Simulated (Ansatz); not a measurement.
Computed with Ansatz on PBE0-D4/def2-TZVP structures; ΔE is electronic, products minus reactants. CCSD(T)/CBS is the MP2 limit (def2-TZVPP, def2-QZVPP) plus CCSD(T) − MP2 in def2-TZVPP, frozen cores. Functionals use def2-TZVPP. def2 core potentials past Kr. For Sn outer-core shells are correlated without core-valence functions, which leaves a few kJ/mol of doubt a bond. Each species was taken in one conformer, which may not be the lowest.

`C[S][AlH][CH2]F` + `[CH3][SnH2][CH3]` → `[CH3][AlH][CH2]F` + `C[S][SnH2][CH3]`  (redistribution)

```tsv
level	ΔE (kJ/mol)
PBE-D4	37.3
r2SCAN-D4	38.3
PBE	37.6
MP2/CBS(def2)	38.0
```

What does CCSD(T)/CBS give? (Estimate.)

Computed: +39.0 kJ/mol. The listed levels differ from it by -1.7, -0.7, -1.4, -1.0 kJ/mol.

Largest T1 diagnostic among the species: 0.011.

In def2-TZVPP, CCSD(T) changes the Hartree–Fock value by +6.7 kJ/mol (the triples alone add +0.9 kJ/mol) and MP2 by +5.7 kJ/mol.
